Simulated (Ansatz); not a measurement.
The first iterations of a band of B2H6OSi (10 atoms, charge 0, multiplicity 1).

Method: RKS PBE0-D4/def2-SVP (Ansatz).

```yaml
movable_images: 7
climbing_image: yes
spring: 5.0 eV/Å²
optimiser: quadratic models (default)
start_path: IDPP
force_threshold: 0.05 eV/Å
iteration_limit: 60
end_points: relaxed
```

Image 0:

```xyz
10
Properties=species:S:1:pos:R:3
B -1.545 1.385 0.633
O -1.110 0.196 0.177
Si 0.230 -0.267 -0.745
B 1.485 -1.452 0.275
H -2.561 1.405 1.293
H -0.925 2.403 0.384
H -0.306 -0.989 -1.939
H 0.949 0.962 -1.217
H 2.459 -1.889 -0.294
H 1.323 -1.753 1.432
```

Image 8:

```xyz
10
Properties=species:S:1:pos:R:3
B -1.929 0.909 0.391
O -0.591 0.839 0.503
Si 0.616 0.209 -0.503
B 1.582 -1.333 0.337
H -2.553 1.417 1.297
H -2.486 0.471 -0.600
H -0.005 -0.211 -1.802
H 1.572 1.327 -0.772
H 2.488 -1.850 -0.275
H 1.307 -1.778 1.425
```

| iteration | highest image above the first end (eV) | largest band force component (eV/Å) |
| --- | --- | --- |
| 1 | 0.132 | 0.660 |
| 2 | 0.041 | 0.388 |

Does the band converge within its limit, and where does its top end?

The run converged. It ended after 7 iterations with the highest image 0.028 eV above the first end. A vibrational analysis at the climbing image gives one clearly imaginary mode, 74i cm⁻¹: a first-order saddle point.

Time of the run: 4.8 min on 1 thread of AMD EPYC (Zen 3), with other jobs on the host, peak memory 0.18 GiB.
